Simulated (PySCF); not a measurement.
**[WCl5]+, singlet: structure and spectrum**

Computed with PBE0 in PySCF with W def2-SVP with ECP60, Cl def2-SVP; scalar-relativistic core potentials, no spin–orbit coupling; density-fitted integrals.

The structure is a minimum.

```xyz
6
charge 1 multiplicity 1, angstrom
W     0.0000    0.0000    0.0000
Cl    0.0000    0.0000    2.2576
Cl    0.0000    0.0000   -2.2576
Cl    2.2167    0.0000    0.0000
Cl   -1.1084    1.9197    0.0000
Cl   -1.1083   -1.9197    0.0000
```

```
Point group                                                                   : D3h
Bond lengths                                                                  : W–Cl 2.217 Å (×3), W–Cl 2.258 Å (×2)
Bond angles                                                                   : Cl–W–Cl 90.0° (×6), Cl–W–Cl 120.0° (×3), Cl–W–Cl 180.0°
Highest occupied level                                                        : -14.49 eV
Rotational constants                                                          : 0.0327, 0.02745, 0.02745 cm⁻¹
Enthalpy at 298.15 K above 0 K                                                : 25.66 kJ/mol
Principal polarisabilities                                                    : 89.8, 89.8, 111.2 bohr³
Rotational symmetry number                                                    : 6
Heat capacity Cp at 298.15 K                                                  : 118.2 J/(mol K)
Entropy at 298.15 K and 1 bar                                                 : 399.3 J/(mol K)
Principal quadrupole moments (Buckingham, traceless) about the centre of mass : -2.06, 1.03, 1.03 D Å
Lowest empty level                                                            : -10.28 eV
Zero-point energy                                                             : 19.0 kJ/mol
Dipole moment about the centre of mass                                        : 0.00 D
```

Harmonic modes (masses in u: W 183.951, Cl 34.969):
```csv
symmetry,ω (cm⁻¹),"IR (km/mol, summed over degenerate members)"
e',60,7.3
e',148,4.8
a2'',192,7.9
e'',215,0.0
a1',375,0.0
a2'',418,125
a1',445,0.0
e',446,135
```

In D3h the vibrations span 3e' + 2a2'' + e'' + 2a1'. The a1', e'' modes carry no infrared intensity, as symmetry demands.

Charges (e):
| atom | Mulliken | Löwdin | polar tensor | Mayer order to W1 |
| --- | --- | --- | --- | --- |
| W1 | 0.86 | -0.78 | 2.86 | – |
| Cl2,3 | -0.01 | 0.32 | -0.46 | 1.30 |
| Cl4,5,6 | 0.05 | 0.38 | -0.31 | 1.38 |

Mulliken populations on W1 (electrons outside its core potential): s 2.58, p 6.35, d 4.04, f 0.17.

Outer orbital energies (eV). occupied: -16.31, -16.31, -15.49, -14.97, -14.96, -14.96, -14.49, -14.49; empty: -10.28, -10.28, -9.14, -9.14.

Formally W is in oxidation state +6, d0. The polar-tensor charge on W, 2.86, is far below the formal one.

Stability towards spin polarisation was not tested. Only a few start shapes were tried, so a lower isomer may exist. With an element this heavy the missing spin–orbit coupling can shift these numbers.

The final relaxation and frequency run took 85 s on 4 threads of a shared Intel Xeon Platinum 8259CL @ 2.50GHz (Skylake/Cascade Lake) host, with 122 basis functions and 11 gradients; the process peaked at 1.7 GiB. Launch command: `OMP_NUM_THREADS=4 python axn.py task.json out`.
